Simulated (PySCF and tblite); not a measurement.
Results of a calculation; reference values are marked as such.
System: C₅H₁₁GeN, numbered as in [CH2:1]=[CH:2][C@@:3]1([GeH2:4][CH3:5])[CH2:6][NH:7]1.

The path came from a restrained scan, a climbing-image band and a saddle search at GFN2-xTB; energies are PBE0/pcSseg-1 + D3(BJ)//GFN2-xTB, thermal terms GFN2-xTB. Rates follow Eyring's equation with the number of equivalent paths and no tunnelling. (PySCF 2.14 with density fitting, tblite 0.8.)

Spin–orbit effects of heavy atoms on shieldings are missing.

(1) How high is the barrier to the pyramidal inversion at N7, through which structure does it pass, and what rate follows at 298 K?

## Answers

(1) The electronic barrier is 16.3 kcal/mol and ΔG‡(298 K) 14.9 kcal/mol, over a C1 saddle with an imaginary mode of 955i cm⁻¹ (GFN2-xTB). With 1 equivalent path, k is 71 s⁻¹, a mean lifetime of the start of 14 ms against this motion. The end lies 0.1 kcal/mol above the start in free energy.
